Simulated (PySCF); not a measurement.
As2.
Geometry (PBE/def2-TZVP, Å), atoms numbered from 1 in this order:
```
atom  x, y, z in Å
As1    1.055   -0.006    0.001
As2   -1.063    0.008   -0.016
```

Level of theory: PBE/def2-TZVP geometry optimisation, gas phase in PySCF 2.14.0.

Take the most abundant isotopes and a rigid rotor. 

Task: What are the moment of inertia and the rotational constant?

Result: I = 168.178 u·Å², B = 505379 MHz·u·Å²/I = 3005 MHz (0.1002 cm⁻¹, or 0.144 K as hB/k). For two atoms I = μr² with μ = 37.4608 u and r = 2.1188 Å.

Task: List the first levels of a rigid rotor in a Σ state.

Result: E(J) = BJ(J+1): J = 1: 0.200, J = 2: 0.601, J = 3: 1.203, J = 4: 2.005, J = 5: 3.007, J = 6: 4.210 cm⁻¹.

Task: Has it a pure rotational spectrum?

Result: Not by electric dipole: D∞h allows no dipole (computed 0.00 D). Rotational Raman lines (ΔJ = 2) lie at B(4J + 6), spaced by 4B = 0.401 cm⁻¹, with nuclear-spin weights that differ between even and odd J.

Task: Estimate the classical rotational partition function at 50 K, 100 K and 298.15 K.

Result: Point group D∞h, symmetry number σ = 2; q = kT/(σhB), k/h = 20836.6 MHz/K: 173 at 50 K, 347 at 100 K, 1030 at 298.15 K.

No PBE/def2-TZVP frequencies stand behind this structure, so it isn't proved a minimum. Constants of a rigid frame at the computed geometry: no zero-point averaging, no centrifugal distortion.
